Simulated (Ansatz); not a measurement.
What each rung costs, and what it gives

Saddle point of Si2NH9S, singlet (Si₂H₆S ([SiH3][SiH2][SH]) + NH₃ → Si₂NH₇ ([NH2][SiH2][SiH3]) + H₂S; bonds formed: Si1–N7, S2–H6; bonds broken: Si1–S2, H6–N7), PBE0-D4/def2-TZVP structure:

```
atom    x (Å)    y (Å)    z (Å)
 Si1  -1.0354   0.1318   0.0543
  S2   0.8066  -2.0548   0.0562
  H3  -1.9648   1.2707  -0.2855
  H4  -1.9259  -1.0163   0.3223
 Si5   0.5365   0.8116   1.6182
  H6   0.1888  -0.9882  -1.5033
  N7  -0.3837  -0.0871  -1.6947
  H8   2.0222  -1.4852  -0.0106
  H9   0.1741   2.1490   2.1842
 H10   1.8392   0.9794   0.9208
 H11   0.6236  -0.1682   2.7226
 H12   0.2318   0.6647  -1.9918
 H13  -1.1129  -0.2077  -2.3928
```

Barriers are electronic and count from the start structure reached by relaxing down the imaginary mode.

Computed with Ansatz 0.2.0 (basis: as named in each row); correlated methods freeze the cores. B3LYP uses VWN-RPA correlation. Extrapolation: Hartree–Fock as exp(−7.88 √X), correlation as X^−2.97.

Times are rough, for one single point on 8 threads of a shared host (Intel Xeon 6975P-C).

The estimate by CCSD(T) at an estimated basis limit (MP2 extrapolated from triple and quadruple zeta, plus CCSD(T) − MP2 in triple zeta) is 0.948 eV.

```csv
method,basis,time (s),barrier (eV),method less estimate
HF,STO-3G,under 1,2.922,1.974
PBE-D4,STO-3G,under 1,1.500,0.552
SPW92,def2-SVP,under 1,0.425,-0.523
B3LYP-D4,6-31G,under 1,0.498,-0.450
PBE-D4,def2-SVP,under 1,0.688,-0.260
PBE0-D4,def2-SVP,under 1,0.779,-0.169
SPW92,def2-TZVPP,under 1,0.519,-0.429
PBE-D4,def2-TZVPP,under 1,0.773,-0.175
BLYP-D4,def2-TZVPP,1,0.859,-0.089
BHLYP-D4,def2-TZVPP,1,0.997,0.049
B3LYP-D4,def2-TZVPP,1,0.912,-0.036
CCSD(T),def2-SVP,2,1.101,0.153
r2SCAN-D4,def2-TZVPP,2,0.851,-0.097
CAM-B3LYP-D4,def2-TZVPP,2,0.943,-0.005
PBE0-D4,def2-TZVPP,2,0.846,-0.102
r2SCAN0-D4,def2-TZVPP,2,0.892,-0.056
wB97M-V,def2-SVP,2,0.864,-0.084
RPA on PBE,def2-TZVPP,2,1.014,0.066
PBE-QIDH,def2-TZVPP,2,0.914,-0.034
B2PLYP,def2-TZVPP,3,0.973,0.025
wB97X-V,def2-TZVPP,3,0.984,0.036
B97M-V,def2-TZVPP,4,0.998,0.050
wB97M-V,def2-TZVPP,4,0.930,-0.018
MP2,def2-QZVPP,11,0.913,-0.035
CCSD(T),def2-TZVPP,31,0.985,0.037
```

All methods are single points on the PBE0-D4 structures.

The T1 diagnostic stays at or below 0.013.

Labels in which every atom is bracketed show which atoms are joined, not bond orders.
